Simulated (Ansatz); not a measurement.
CH6NPSi (`C[SiH]1NP1`). Charge 0, multiplicity 1.

```xyz
10

C     0.417   -1.231    0.812
Si    0.153    0.545    0.348
N    -1.168    0.880   -0.703
P     0.260    1.390   -1.661
H    -0.239   -1.510    1.641
H     0.198   -1.876   -0.040
H     1.450   -1.399    1.125
H     0.411    1.485    1.468
H    -1.917    1.546   -0.606
H     0.436    0.169   -2.384
```

Task: Give the diagnostics of a CCSD(T)/def2-TZVPP run (frozen core, Ansatz). (Best estimate.)

Result: Computed: T1 = 0.0134, largest single amplitude 0.018, largest double 0.032, (T) share of the correlation energy 4.3 %, 10 CCSD cycles. The RHF solution is stable towards an unrestricted one. T1 lies under the customary mark of 0.02 for closed shells.
